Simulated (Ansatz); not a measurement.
Relaxation of CH$_{5}$F$_{2}$NOSi (11 atoms, charge 0, multiplicity 1), to a largest force component of 0.02 eV/Å in at most 40 steps.

The calculation used RKS PBE0-D4/STO-3G in Ansatz.

```xyz
11
Properties=species:S:1:pos:R:3
N -0.141 -1.978 0.765
C -0.199 -0.506 0.582
F 0.758 -0.036 1.373
O 0.223 -0.190 -0.744
Si 0.048 1.385 -1.193
F -1.352 1.980 -0.642
H 0.722 -2.243 0.366
H -0.078 -2.083 1.746
H -1.155 -0.069 0.941
H 1.156 2.167 -0.543
H 0.083 1.517 -2.631
```

Task: Where does it end, and by what steps?

Result: The forces met the threshold. The force dipped under the threshold on the way, but the program's further checks kept it going. Limits of this set-up: minimal basis. After 9 steps the energy has fallen by 0.833 eV; F3 moved furthest, 0.21 Å.

```tsv
step	energy less start (eV)	largest force component (eV/Å)	accepted
0	0.0000	4.460	yes
1	-0.7577	1.248	yes
2	-0.8183	0.440	yes
3	-0.8267	0.078	yes
4	-0.8283	0.104	yes
5	-0.8315	0.076	yes
6	-0.8327	0.049	yes
7	-0.8323	0.151	no
8	-0.8331	0.014	yes
9	-0.8334	0.014	yes
```

```xyz
11
Properties=species:S:1:pos:R:3
N -0.201 -1.984 0.732
C -0.116 -0.488 0.605
F 0.947 0.063 1.352
O 0.076 -0.228 -0.794
Si 0.026 1.442 -1.176
F -1.446 2.023 -0.759
H 0.726 -2.337 0.370
H -0.143 -2.171 1.770
H -1.082 -0.070 1.013
H 1.049 2.206 -0.486
H 0.228 1.489 -2.608
```

The run took 27 s on 1 thread of Arm Neoverse V1, with other jobs on the host, peak memory 0.16 GiB.
